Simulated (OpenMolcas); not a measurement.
# Pd5+ in a point-charge field

Pd5+ among 6 point charges of -1.7 e arranged as a tetragonal octahedron (D4h), 2.06 Å from the ion, with the axial distance 2.451 Å.

```
Program             : OpenMolcas 26.06
Method              : CASSCF
Basis               : ANO-RCC-VDZP [6s5p3d1f]
Scalar Hamiltonian  : DKH2, point nucleus
Active space        : 5 electrons in 5 orbitals (4d)
State averaging     : 2S+1 = 6 even, 1 root; 2S+1 = 4 even, 24 roots; 2S+1 = 2 even, 75 roots
Spin-orbit coupling : RASSI with atomic mean-field integrals over the reference wave functions
```

The lowest spin-free states (labels of D4, the rotations of D4h), above the lowest:

```
State  Degeneracy  E (cm-1)  Free-ion L (%)
  6A1           1       0.0         S (100)
   4E           2     31472          G (85)
  4A2           1     31707          G (83)
  4B1           1     32493          G (97)
   4E           2     32639          G (96)
  4B2           1     32947         G (100)
  4A1           1     33023         G (100)
  4A1           1     33179         G (100)
   4E           2     37552          P (45)
  4B1           1     39661          D (94)
  4A2           1     40107          P (84)
  4B2           1     40392          D (99)
  4A1           1     40804         D (100)
   4E           2     41626          D (51)
  2B2           1     45391          I (81)
   2E           2     45820          I (87)
  2A2           1     46412          I (91)
  2B1           1     46506          I (91)
   2E           2     46715          I (93)
  2A1           1     46801          I (96)
```

The lowest levels with spin-orbit coupling:

```csv
E (cm-1),Degeneracy,Label,2S+1,g
0.0,2,E1/2,6,2.00 5.99 5.99
3.0,2,E3/2,6,0.22 0.22 5.98
9.2,2,E3/2,6,0.22 0.22 9.97
30627,2,E3/2,4,0.19 3.47 3.47
30767,2,E1/2,4,3.41 3.41 4.27
31207,2,E1/2,4,1.97 1.97 2.08
31319,2,E3/2,4,1.17 3.14 3.14
31557,2,E3/2,4,0.02 0.58 0.58
32018,2,E1/2,4,0.40 0.40 1.19
32087,2,E1/2,4,0.66 2.25 2.25
32158,2,E3/2,4,0.53 0.53 1.53
32492,2,E3/2,4,0.21 0.21 4.23
32650,2,E1/2,4,0.36 3.50 3.50
32742,2,E3/2,4,2.17 3.54 3.54
32795,2,E1/2,4,1.26 1.26 3.17
32906,2,E3/2,4,1.19 4.26 4.26
32980,2,E1/2,4,2.17 2.76 2.76
33051,2,E3/2,4,0.53 0.53 5.27
33144,2,E3/2,4,0.16 0.16 5.38
33180,2,E1/2,4,0.60 0.60 8.96
```

Powder χT (cm3 K/mol): 3.76 at 2 K, 4.3 at 10 K, 4.36 at 50 K, 4.36 at 100 K, 4.36 at 200 K, 4.36 at 300 K. The effective moment at 300 K is 2.828 √(χT) = 5.91 μB.

The lowest level has 2S+1 = 6, for which the spin-only value is χT = S(S+1) / 2 = 4.375 cm3 K/mol (g = 2). The computed 4.361 at 300 K differs by -0.014, through a little spin-orbit mixing out of the ground term, against the free-electron g of 2.0023, which raises it.

Without dynamic correlation the repulsion within the d shell is too large (B by tens of per cent), so at a given field states of lower spin stand too high. Point charges give a weaker field than real ligands, and real ions of this kind are as a rule low spin; the high spin found here belongs to the model. Point charges carry no covalency, so the field is a model and not that of real ligands. No measured value stands beside these numbers.

The RASSCF and RASSI steps took 24 s on 1 thread of Arm Neoverse V1 (shared host); the integral step is not counted.
